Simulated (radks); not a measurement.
Trend from Li+ to Ne+: ionisation energy by Delta-SCF between NIST ground configurations, and size. All-electron calculation, non-relativistic Kohn-Sham, PBEsol, spin-polarised, spherical densities, point nucleus; open shells are filled with parallel spins first. Program: a radial shooting solver on a logarithmic mesh with Libxc functionals.

| species | configuration | IE (eV) | NIST (eV) | kind | outermost | <r> outermost (bohr) | r at 0.001 e/bohr^3 (bohr) |
|---|---|---|---|---|---|---|---|
| Li+ | [He] | 74.735 | 75.640 | theory | 1s | 0.581 | 1.86 |
| Be+ | [He] 2s1 | 18.286 | 18.211 | exp. | 2s | 2.26 | 3.43 |
| B+ | [He] 2s2 | 24.414 | 25.155 | exp. | 2s | 1.79 | 3.33 |
| C+ | [He] 2s2 2p1 | 24.465 | 24.383 | exp. | 2p | 1.49 | 3.17 |
| N+ | [He] 2s2 2p2 | 29.991 | 29.601 | semi-emp. | 2s | 1.27 | 3.00 |
| O+ | [He] 2s2 2p3 | 35.414 | 35.121 | exp. | 2s | 1.12 | 2.84 |
| F+ | [He] 2s2 2p4 | 34.765 | 34.971 | exp. | 2p | 1.01 | 2.74 |
| Ne+ | [He] 2s2 2p5 | 41.257 | 40.963 | exp. | 2p | 0.893 | 2.63 |

Reference values: NIST Atomic Spectra Database (exp. = measured, semi-emp. = semi-empirical, theory = theoretical value adopted there). Open shells are spherical and high-spin; term and fine-structure splittings are not resolved.
